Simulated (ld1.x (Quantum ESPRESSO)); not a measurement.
# Varying the PAW potential for caesium (Cs)

Base potential:

caesium, PAW, made with ld1.x (Quantum ESPRESSO) 7.5 (LDA (PZ), fully relativistic). Core [Kr] 4d10, reference 5s2 5p6 5d0 6s1 6p0. Waves: 5s (bound): rcut 2.25, rcutus 2.30 bohr; 6s (bound): rcut 2.25, rcutus 2.30 bohr; 5p (bound): rcut 2.75, rcutus 3.05 bohr; 6p (bound, empty): rcut 2.75, rcutus 3.05 bohr; 5d (bound, empty): rcut 3.40, rcutus 4.30 bohr; 5d channel at 5 Ry: rcut 3.40, rcutus 4.30 bohr. Local part: all-electron potential smoothed inside 1.85 bohr (lloc = -1). Core correction: Bessel-smoothed model core, default radius (core density twice the valence density). Augmentation charge: BESSEL, radius 2.45 bohr.

Open shells are filled in proportion to 2j + 1 (rel_dist='average').

All-electron outer shells of the reference configuration (LDA (PZ), scalar-relativistic, ld1.x):

```csv
shell,level (eV),outermost node (bohr),outermost maximum (bohr)
4p,-160.48,0.36,0.67
4d,-74.25,0.33,0.72
5s,-26.90,0.82,1.54
5p,-13.61,0.89,1.76
6s,-2.23,2.10,4.68
6p,-0.78,2.61,6.55
5d,-0.48,1.06,3.46
```

Cutoffs, loose and tight: the cutoffs (Ry, on a coarse ladder) from which the occupation-weighted sum of valence levels, in a spherical-Bessel basis at the reference potential, stays within 10 and 1 mRy of its value at 400 Ry. They do not see the model core or the augmentation charge, which bear on the density cutoff. Test errors are all-electron minus pseudo excitation energies from the reference, over the configurations 5s2 5p6 5d0 6s0 6p0; 5s2 5p6 5d0 6s0.5 6p0; 5s2 5p6 5d0 6s0 6p1; 5s2 5p5 5d0 6s1 6p0; 5s2 5p6 5d0.5 6s0.5 6p0; 5s2 5p6 5d1 6s0 6p0; 5s1 5p6 5d0 6s1 6p0. A dash means not determined; rows that change the core or the reference have their own tests.

Cutoffs are not given where the Bessel-basis levels miss the radial ones by over 6 mRy, ghosts where they miss by over 20 mRy; a channel whose overlap is not positive is not tested.

The default core radius of the base comes out at 1.26 bohr.

| change | outcome | bound ghosts | largest test error (meV) |
| --- | --- | --- | --- |
| base | generated | not determined | +26 |
| core correction a·sin(br)/r model core, default radius (ld1.x builds one for every PAW set, though the input has nlcc=.false.) | generated | not determined | +13 |
| core correction Bessel-smoothed model core inside 0.94 bohr | generated | not determined | +27 |
| core correction Bessel-smoothed model core inside 1.18 bohr | generated | not determined | +26 |
| core correction Bessel-smoothed model core inside 1.52 bohr | generated | not determined | +23 |
| core correction Bessel-smoothed model core inside 1.68 bohr | generated | not determined | +21 |
| core correction Bessel-smoothed model core inside 2.28 bohr | generated | not determined | +11 |
| core correction Bessel-smoothed model core inside 2.54 bohr | generated | not determined | +12 |
| core correction Bessel-smoothed model core inside 2.70 bohr | generated | not determined | +13 |

(1) What comes out with this change to the base: core correction Bessel-smoothed model core inside 1.94 bohr?

Results:

(1) outcome: generated; bound ghosts: not determined; largest test error (meV): +16.
